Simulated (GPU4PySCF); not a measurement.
benzodifurandione dimer (PBFDO unit) (C20H8O8), SMILES c12OC(=O)Cc2cc2c(c1)/C(C(O2)=O)=C1/c2cc3c(cc2OC1=O)CC(O3)=O.

Geometry: r2SCAN-D4/def2-SVP. One conformer was computed; it need not be the lowest.

The numbers are results of PBE/def2-SVP (GPU4PySCF), not measurements.

Isolated molecule, no solvent.

```
Property                                                                                                          Result
---------------------------------------------------------------------------------------------  -------------------------
total energy                                                                                         -1366.28518 hartree
point group                                                                                                           C2
highest occupied level                                                                                          -5.80 eV
lowest empty level                                                                                              -4.34 eV
orbital gap                                                                                                      1.47 eV
dipole moment                                                                                                     0.02 D
quadrupole, principal values (traceless, Buckingham form, about the centre of nuclear charge)   -78.17, 17.76, 60.41 D·Å
mean static polarisability                                                                        301.1 bohr³ (44.62 Å³)
polarisability, principal values                                                               101.0, 225.8, 576.5 bohr³
```
